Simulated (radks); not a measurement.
Question: Neutral cobalt: order these configurations by energy. Method: Dirac Kohn-Sham, relativistic LDA (MacDonald-Vosko exchange, VWN5 correlation), spin-unpolarised, spherical densities, finite nucleus; Fermi nuclear charge, rms radius of each element as measured or else 0.836 A^(1/3) + 0.57 fm; computed with a radial shooting solver on a logarithmic mesh with Libxc functionals. Sub-shells are occupied by j as written (lower j first in brackets). [Ar] 3d(3/2: 4, 5/2: 2) 4s2 4p(1/2: 1, 3/2: 0); [Ar] 3d(3/2: 4, 5/2: 3) 4s1 4p(1/2: 1, 3/2: 0); [Ar] 3d(3/2: 4, 5/2: 3) 4s2; [Ar] 3d(3/2: 4, 5/2: 4) 4p(1/2: 1, 3/2: 0); [Ar] 3d(3/2: 4, 5/2: 4) 4s1; [Ar] 3d(3/2: 4, 5/2: 5).

Answer: From the lowest, in eV above it: [Ar] 3d(3/2: 4, 5/2: 4) 4s1 0.000; [Ar] 3d(3/2: 4, 5/2: 5) 1.121; [Ar] 3d(3/2: 4, 5/2: 3) 4s2 1.184; [Ar] 3d(3/2: 4, 5/2: 4) 4p(1/2: 1, 3/2: 0) 3.794; [Ar] 3d(3/2: 4, 5/2: 3) 4s1 4p(1/2: 1, 3/2: 0) 5.557; [Ar] 3d(3/2: 4, 5/2: 2) 4s2 4p(1/2: 1, 3/2: 0) 10.829.
